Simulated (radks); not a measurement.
Task: The table gives one normalised radial function P(r) = r R(r) of Hf+ in [Xe] 4f13 5d2 6s2 (r in bohr). Method: scalar-relativistic Kohn-Sham, PBEsol, spin-polarised, spherical densities, point nucleus; open shells are filled with parallel spins first (spin-orbit coupling, left out, can overturn this in heavy ions); computed with a radial shooting solver on a logarithmic mesh with Libxc functionals.

r,P
0.002352,0.0064
0.003187,0.0106
0.004285,0.0172
0.005808,0.0282
0.007871,0.0454
0.01067,0.0714
0.01446,0.1083
0.01959,0.1560
0.02655,0.2077
0.03599,0.2445
0.04877,0.2322
0.0661,0.1311
0.08887,-0.0613
0.1204,-0.2797
0.1632,-0.3427
0.2212,-0.0995
0.2998,0.3307
0.4063,0.5208
0.5507,0.1607
0.7463,-0.5180
1.011,-0.9758
1.371,-0.9329
1.858,-0.5684
2.498,-0.2312
3.385,-0.0562
4.588,-0.0072
6.218,-0.0004
8.427,0.0000

Which n and l does it have? It may be an empty orbital.

Result: n = 5, l = 1: the number of nodes gives n - l - 1 = 3, the rise at small r (about r^(l+1), flatter next to the nucleus through relativity) gives l, and the extent must fit the shell. The curve is that of 5p up; the table hardly tells the two spins apart. 5p up: eigenvalue -48.780 eV, 3 radial nodes at r = 0.0818, 0.238, 0.594 bohr, <r> = 1.31 bohr, 90 % of the charge inside 1.91 bohr.
